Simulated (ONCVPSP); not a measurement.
## What one change does to a pseudopotential (magnesium, ONCV)

ONCVPSP 4.0.1 input, shortened (lines: element, Z, core and valence counts, functional; n l f; lmax; l rc ep ncon nbas qcut; lloc lpopt rc5 dvloc0; l nproj debl; icmod fcfact rcfact), Wu-Cohen, scalar-relativistic:

```
  Mg 12.00    3    1  -118130      upf
    1    0    2.00
    2    0    2.00
    2    1    6.00
    3    0    1.00
    2
    0    2.10    0.00    4    7    3.30
    1    2.20    0.38    4    8    3.80
    2    2.25    0.42    4    7    4.70
    4    5    1.40    0.00
    0    2    2.90
    1    3    3.60
    2    3    2.50
    3    3.00    1.75
```

In the p channel the program set the typed energies aside and used 0.050, 3.650, 7.250 Ha.

Change: p: debl 0.55. In the p channel the program set the typed energies aside and used 0.050, 0.600, 1.150 Ha.

Cutoffs: the cutoffs (Ha) at which the residual kinetic energy of the hardest occupied pseudo-wave falls to 1 and 0.1 mHa per electron; they do not see the model core or the augmentation charge, which bear on the density cutoff. Errors are all-electron minus pseudo energies relative to the spin-unpolarised reference configuration.

Question: What does the change do?

Answer: The potential gets neither clearly harder nor softer (4.1 Ha and 6.0 Ha → 4.1 Ha and 6.0 Ha); a bound ghost appears in p, which as a rule spoils a file; of the 4 tests that both files solve, the error grows in 2 and shrinks in 0 by more than 15 % and 0.3 meV (median size 32.2 → 40.0 meV); the range in which the p phases agree narrows (upper end at the end of the scan → 3.1).

```tsv
quantity	base	changed
cutoff, loose	4.1 Ha	4.1 Ha
cutoff, tight	6.0 Ha	6.0 Ha
bound ghosts	none	p
GHOST(+) flags under 300 eV	s at 100.1 eV	s at 100.1 eV
error for 3s2, meV [ΔE -7.92 eV]	-71	-71
error for 3s1.5, meV [ΔE -4.79 eV]	-26	-26
error for 3s1 3p1, meV [ΔE -4.44 eV]	-31	-38
error for 3s0 3p1, meV [ΔE 4.28 eV]	-33	-42
s: phases at 2.14 bohr within 0.05 rad from the reference energy up to (Ha; the scan ends near 5)	3.1	3.1
p: phases at 2.23 bohr within 0.05 rad from the reference energy up to (Ha; the scan ends near 5)	to the end of the scan	3.1
d: phases at 2.28 bohr within 0.05 rad from the reference energy up to (Ha; the scan ends near 5)	to the end of the scan	to the end of the scan
rms error of d²Exc/dni dnj with the model core, mHa	16.53	16.53
```

Base: The cutoffs count occupied waves only; projector 3 of the p channel, the hardest unoccupied one, needs 54 Ha at the loose tolerance. Changed file: The cutoffs count occupied waves only; projector 3 of the d channel, the hardest unoccupied one, needs 25 Ha at the loose tolerance. A true bound ghost makes a file unfit for plane-wave use even where its test errors are small: the radial tests pick states by their node count and pass the ghost by.
